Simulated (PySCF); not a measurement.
TDDFT excited states: C5H4F3P

Compound: C5H4F3P.
Atom-mapped SMILES: `[CH:1]#[C:2][P:3]([CH3:4])[C:5]([F:6])=[C:7]([F:8])[F:9]` (hydrogens: H10 on C1; H11, H12, H13 on C4)

Computed, not measured: PySCF, TDDFT PBE0/def2-SVPD, vertical, gas phase, core orbitals frozen in the response. Geometry: GFN2-xTB, one conformer, isolated molecule. Torsions of this conformer, `[CH:1]#[C:2][P:3]([CH3:4])[C:5]([F:6])=[C:7]([F:8])[F:9]`: C2–P3–C5–F6 -131°.

```
state  E (eV)  E (kJ/mol)  λ (nm)       f  |μ| (D)  main configurations (H = HOMO, L = LUMO)
   S1    5.17         498   240.0   0.021     1.04                                 H→L (90%)
   S2    5.52         532   224.8   0.032     1.24                  H→L+1 (77%), H→L+2 (10%)
   S3    5.83         562   212.7  0.0043     0.44                               H-1→L (78%)
   S4    6.17         595   201.1   0.127     2.33                H→L+2 (64%), H-1→L+2 (10%)
   S5    6.27         605   197.7   0.022     0.96   H-1→L+1 (46%), H-2→L (19%), H→L+3 (10%)
   S6    6.47         625   191.5  0.0072     0.54   H→L+3 (34%), H-2→L+1 (15%), H→L+4 (12%)
```

Triplets, Tamm–Dancoff:

```csv
state,E (eV),λ (nm),"main configurations (H = HOMO, L = LUMO)"
T1,4.17,297.5,"H→L+1 (38%), H→L+2 (36%), H-1→L+2 (11%)"
T2,4.58,270.9,H→L (82%)
```

The lowest singlet lies at 5.17 eV (240 nm, ultraviolet) and is weak; its leading configuration is HOMO→LUMO (90%). The strongest level in the table is S4 at 6.17 eV (201 nm, f = 0.127). Löwdin shares by element: HOMO carbon 38% or more, phosphorus 32% (atoms not listed hold the other 30%); LUMO carbon 50% or more, phosphorus 23% (atoms not listed hold the other 28%). The listed states span 1.31 eV. The oscillator strengths of these states sum to 0.213; summed over the whole spectrum of an exact calculation they would give the number of electrons, 76 (Thomas–Reiche–Kuhn). Of the 6 states listed, 4 reach f = 0.01 and none stays under 0.0005. No computed singlet lies in the visible range (380 to 750 nm); the lowest, at 240 nm, stands 1.90 eV above its violet end (3.26 eV). The window holds the lowest 6 singlets.

Time: 39 s (with the writing of density and orbital grids); peak memory 0.91 GiB. Hardware: Arm Neoverse V2, one thread, on a shared host.
